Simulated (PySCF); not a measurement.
Molfile (atoms numbered from 1):
```
C4H12N2Si3
     RDKit          3D

 21 21  0  0  0  0  0  0  0  0999 V2000
    0.4187    3.1007    1.4233 N   0  0  0  0  0  0  0  0  0  0  0  0
    0.4144    2.0688    0.9248 C   0  0  0  0  0  0  0  0  0  0  0  0
    0.3422    0.3748    0.1192 Si  0  0  0  0  0  4  0  0  0  0  0  0
   -1.3047   -0.1658    0.1534 N   0  0  0  0  0  0  0  0  0  0  0  0
   -2.3989    0.4149   -1.0833 Si  0  0  0  0  0  4  0  0  0  0  0  0
   -1.9130   -0.8955    1.6235 Si  0  0  0  0  0  4  0  0  0  0  0  0
    1.7869   -0.7474    0.6508 C   0  0  0  0  0  0  0  0  0  0  0  0
    2.5451   -0.3777   -0.6392 C   0  0  0  0  0  0  0  0  0  0  0  0
    1.4093    0.2701   -1.4552 C   0  0  0  0  0  0  0  0  0  0  0  0
   -3.4930   -0.5490   -1.1576 H   0  0  0  0  0  0  0  0  0  0  0  0
   -1.6403    0.4627   -2.3320 H   0  0  0  0  0  0  0  0  0  0  0  0
   -2.8846    1.7486   -0.7238 H   0  0  0  0  0  0  0  0  0  0  0  0
   -2.2915    0.1516    2.5743 H   0  0  0  0  0  0  0  0  0  0  0  0
   -0.8322   -1.7164    2.1660 H   0  0  0  0  0  0  0  0  0  0  0  0
   -3.0638   -1.7077    1.2394 H   0  0  0  0  0  0  0  0  0  0  0  0
    2.3270   -0.5126    1.5638 H   0  0  0  0  0  0  0  0  0  0  0  0
    1.5315   -1.8042    0.6789 H   0  0  0  0  0  0  0  0  0  0  0  0
    3.3242    0.3526   -0.4266 H   0  0  0  0  0  0  0  0  0  0  0  0
    3.0056   -1.2312   -1.1346 H   0  0  0  0  0  0  0  0  0  0  0  0
    1.0135   -0.4097   -2.2063 H   0  0  0  0  0  0  0  0  0  0  0  0
    1.6947    1.1893   -1.9593 H   0  0  0  0  0  0  0  0  0  0  0  0
  1  2  3  0
  2  3  1  0
  3  4  1  0
  4  5  1  0
  4  6  1  0
  3  7  1  0
  7  8  1  0
  8  9  1  0
  9  3  1  0
  5 10  1  0
  5 11  1  0
  5 12  1  0
  6 13  1  0
  6 14  1  0
  6 15  1  0
  7 16  1  0
  7 17  1  0
  8 18  1  0
  8 19  1  0
  9 20  1  0
  9 21  1  0
M  END
```

- PBE0/pcSseg-1 with gauge-including orbitals
- geometry: GFN2-xTB
- code: PySCF
- averaged over atoms made equivalent by symmetry, fast rotation or ring inversion, no solvent model, one computed conformer, non-relativistic Hamiltonian

Predict the 2D correlation tables (HSQC, COSY, HMBC).

## Answers



HSQC (one-bond C–H):
```tsv
δH	δC
2.03 (H19)	15.3 (C8)
2.03 (H18)	15.3 (C8)
1.87 (H17/H20)	24.3 (C7/C9)
1.86 (H16/H21)	24.3 (C7/C9)
```

COSY cross peaks (H two or three bonds apart, from the bond graph; peaks can be absent where the dihedral angle is near 90°):
```tsv
δH	δH
2.03 (H19)	2.03 (H18)
2.03 (H19)	1.87 (H17/H20)
2.03 (H19)	1.86 (H16/H21)
2.03 (H18)	1.87 (H17/H20)
2.03 (H18)	1.86 (H16/H21)
1.87 (H17/H20)	1.86 (H16/H21)
```

HMBC (two and three bonds, from the bond graph):
```tsv
δH	δC
2.03 (H19)	24.3 (C7/C9)
2.03 (H18)	24.3 (C7/C9)
1.87 (H17/H20)	125.8 (C2), 24.3 (C7/C9), 15.3 (C8)
1.86 (H16/H21)	125.8 (C2), 24.3 (C7/C9), 15.3 (C8)
```

Chemical shifts δ = σref − σ; ¹H, ¹³C against TMS, all at this level.

Short H···H contacts in this conformer between protons four or more bonds apart (candidates for NOE cross peaks, intensity ∝ r⁻⁶): H14···H17 2.79 Å.

Shifts are as computed. Against solution values, carbons near 30 ppm lie about +3 ppm off and those near 130 ppm about +5 ppm. Of 1211 compounds with measured shifts, 218 miss one by over three times the rms of a fit or turn the order of signals round; such compounds aren't used in these exercises.
